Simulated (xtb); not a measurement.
C3H5NSSi, SMILES [SiH3]c1cscn1. All values are semi-empirical tight-binding results from xtb (GFN2-xTB unless named), good for trends rather than for accurate numbers. Coordinates come from a GFN2-xTB optimisation.

| Item | Result |
|---|---|
| point group as xtb finds it | Cs |
| orbital gap | 3.54 eV |
| zero-point energy | 42.2 kcal/mol |
| G − E(el) at 298.15 K (modified RRHO) | 22.5 kcal/mol |
| static polarisability (D4 model) | 88.4 bohr³ |
| solvation energy, GFN2-xTB/ALPB(water) | 0.0 kcal/mol |
| solvation energy, GFN2-xTB/ALPB(thf) | -5.4 kcal/mol |
